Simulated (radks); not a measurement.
Ionisation of the neon ion Ne3+, [He] 2s2 2p3, to [He] 2s2 2p2 as the strength of local exchange is varied. Method: non-relativistic Kohn-Sham, Slater X-alpha exchange (alpha = 2/3 is LDA exchange), no correlation, spin-unpolarised, spherical densities, point nucleus; computed with a radial shooting solver on a logarithmic mesh with Libxc functionals.

alpha,E(Ne3+) (hartree),exchange (hartree),IE (eV),-e of the level emptied (eV),<r> of it (bohr)
0.605,-121.93266,-8.19671,90.797,76.844 (2p),0.7636
0.648,-122.51622,-8.80890,92.175,78.168 (2p),0.7590
0.667,-122.77469,-9.08065,92.788,78.757 (2p),0.7569
0.719,-123.48407,-9.82831,94.476,80.380 (2p),0.7514
0.777,-124.27868,-10.66900,96.377,82.211 (2p),0.7453
0.926,-126.33639,-12.86145,101.35,87.009 (2p),0.7302

NIST Atomic Spectra Database: 97.190 eV (semi-empirical). The Delta-SCF value meets it near alpha = 0.80. Spin polarisation and multiplet splitting are left out, so open shells lie too high by an amount that depends on their filling.

Beside tabulated values, note that spin-unpolarised runs miss the spin-polarisation part of the exchange energy of open shells.
